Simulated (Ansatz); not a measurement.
`CO[Si]OC` + H₂ → `CO[SiH]` + CH₃OH at 400 K and 1 bar (hydrogenolysis of the Si–O bond).

Program: Ansatz. Geometries: PBE0-D4/def2-TZVP. ΔE: electronic, gas phase. CBS: MP2 limit from def2 TZ/QZ plus the TZ coupled-cluster correction, frozen cores. This one scheme is used for every species. Each species was taken in one conformer, which may not be the lowest.

| species | CCSD(T)/CBS energy (Eh) | H − E (kJ/mol) | S (J/(mol·K)) |
| --- | --- | --- | --- |
| `CO[Si]OC` | -519.17085 | 255.8 | 384.9 |
| H₂ | -1.17544 | 38.0 | 139.0 |
| `CO[SiH]` | -404.67988 | 150.5 | 299.8 |
| CH₃OH | -115.61712 | 151.2 | 252.6 |

H − E and S are ideal-gas, rigid-rotor, harmonic terms from PBE0-D4/def2-TZVP, for one conformer and one mirror image of each species. The MP2-based limit puts H₂ 0.8 mEh under its directly extrapolated value; such offsets cancel only in part. 1 Eh = 2625.50 kJ/mol, R = 8.31446 J/(mol·K).

By hand: ΔE, ΔH, ΔS and ΔG.

ΔE = (-404.67988) + (-115.61712) − (-519.17085) − (-1.17544) = 0.04929 Eh = 129.4 kJ/mol. Δ(H − E) = 150.5 + 151.2 − 255.8 − 38.0 = 7.9, so ΔH = 137.3 kJ/mol. ΔS = 299.8 + 252.6 − 384.9 − 139.0 = 28.5 J/(mol·K). ΔG = 137.3 − 400 × (28.5)/1000 = 125.9 kJ/mol.

By hand: the equilibrium constant, and the temperature at which ΔG would vanish if ΔH and ΔS stayed fixed.

log₁₀ K = −ΔG/(RT ln 10) = -16.4. ΔG = 0 at ΔH/ΔS = 4818 K, far beyond where these terms or the molecules hold.

ΔH outweighs TΔS. A doubt of 5 kJ/mol in ΔE shifts log₁₀ K by 0.7 here. Other conformers and mirror images would add mixing entropy, several J/(mol·K) or more a flexible species. These are equilibria of isolated gas molecules and say nothing of rates. Largest T1 diagnostic: 0.015 (customary marks: 0.02 for closed shells, 0.045 for open ones).
